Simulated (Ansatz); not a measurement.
C₂H₆FNOSi, SMILES `N[Si]1(F)COC1`. Charge 0, multiplicity 1. The structure was optimised at the PBE0-D4/def2-TZVP level. It is one conformer, not always the lowest.

```xyz
12

N     1.644   -0.489   -1.011
Si    0.385    0.391   -0.300
F     0.696    1.908   -0.695
C    -0.154    0.117    1.477
O    -1.515   -0.054    1.026
C    -1.434   -0.070   -0.416
H     2.297   -0.067   -1.649
H     1.757   -1.484   -0.929
H     0.213   -0.789    1.974
H    -0.083    0.950    2.183
H    -2.133    0.652   -0.850
H    -1.672   -1.064   -0.812
```

Problem. What is the dipole moment at ωB97M-V/def2-TZVPP? (Best estimate.)

Solution. Computed: 2.94 D, with components (2.01, -1.71, -1.29) D in this frame, pointing from negative to positive charge.

Problem. And with PBE, r2SCAN, B3LYP? (Best estimate.)

Solution. Ansatz gave: PBE 2.77 D, r2SCAN 2.85 D, B3LYP 2.91 D.

Problem. Give the Mulliken charges with ωB97M-V, r2SCAN, PBE in def2-TZVPP. (Best estimate.)

Solution. Ansatz gave: 
```json
{"atom": "N1", "ωB97M-V": "-0.38", "r2SCAN": "-0.48", "PBE": "-0.41"}
{"atom": "Si2", "ωB97M-V": "0.73", "r2SCAN": "0.75", "PBE": "0.61"}
{"atom": "F3", "ωB97M-V": "-0.32", "r2SCAN": "-0.34", "PBE": "-0.29"}
{"atom": "C4", "ωB97M-V": "-0.20", "r2SCAN": "-0.09", "PBE": "-0.14"}
{"atom": "O5", "ωB97M-V": "-0.28", "r2SCAN": "-0.30", "PBE": "-0.24"}
{"atom": "C6", "ωB97M-V": "-0.20", "r2SCAN": "-0.09", "PBE": "-0.15"}
{"atom": "H7", "ωB97M-V": "0.13", "r2SCAN": "0.17", "PBE": "0.17"}
{"atom": "H8", "ωB97M-V": "0.12", "r2SCAN": "0.16", "PBE": "0.15"}
{"atom": "H9", "ωB97M-V": "0.10", "r2SCAN": "0.05", "PBE": "0.07"}
{"atom": "H10", "ωB97M-V": "0.11", "r2SCAN": "0.06", "PBE": "0.08"}
{"atom": "H11", "ωB97M-V": "0.11", "r2SCAN": "0.06", "PBE": "0.08"}
{"atom": "H12", "ωB97M-V": "0.10", "r2SCAN": "0.05", "PBE": "0.07"}
```

B3LYP here is the variant with VWN-RPA as its local correlation; programs differ in this.
